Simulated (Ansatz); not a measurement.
Input file for Ansatz (a quantum-chemistry and plane-wave program): R-CCSD(T)/def2-SVP on BHI2O (SMILES OB(I)I), a point of a torsion scan. Elements past Kr take the def2 small-core potentials; no spin–orbit coupling. The run froze 20 orbitals, filled d shells among them.

Ansatz 0.2 input:
```yaml
crystal:
  periodic: [false, false, false]
  atoms:
    - {symbol: O, position_ang: [-0.76410634, -0.74215697, -0.30580560]}
    - {symbol: B, position_ang: [0.17620335, 0.16319412, -0.14560261]}
    - {symbol: I, position_ang: [0.77610610, 0.86565089, 1.77911016]}
    - {symbol: I, position_ang: [1.26659730, 0.70908869, -1.87616945]}
    - {symbol: H, position_ang: [-1.50958088, -0.88386675, 0.27774164]}
basis:
  gaussian:
    orbitals: def2-SVP
magnetization: {spin_polarized: false}
correlation: {method: ccsd_t, electrons: outside_noble_gas}
scf: {lower_state_search: off}
```

### Question
Give the final energy of this run.

### Answer
-693.9589 hartree (reference determinant -693.4592, T1 diagnostic 0.014).

### Question
How many basis functions does it have, and what does it roughly cost on one machine?

### Answer
85 functions; about 7 core-seconds (a rough figure).
